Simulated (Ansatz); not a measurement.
A structure relaxed at B3LYP-D4/def2-SVPD in Ansatz, charge -1, doublet:

```xyz
6

Zn    1.269    1.143    0.559
Zn   -0.341   -0.082   -1.766
Zn   -1.002   -1.145    1.300
S    -1.713   -1.533   -0.831
S     1.271    1.454   -1.648
S     0.517    0.164    2.385
```

(1) Give its formula and point group.

(2) Summarise the bond lengths by kind (pairs closer than 1.2 times the sum of covalent radii, bridged metal pairs left out).

## Answers

(1) Zn3S3⁻. Point group C2v (tolerance 0.1 Å).

(2) 6 × S–Zn 2.20 to 2.28 Å.

The structure comes from a short search, and lower isomers may exist.
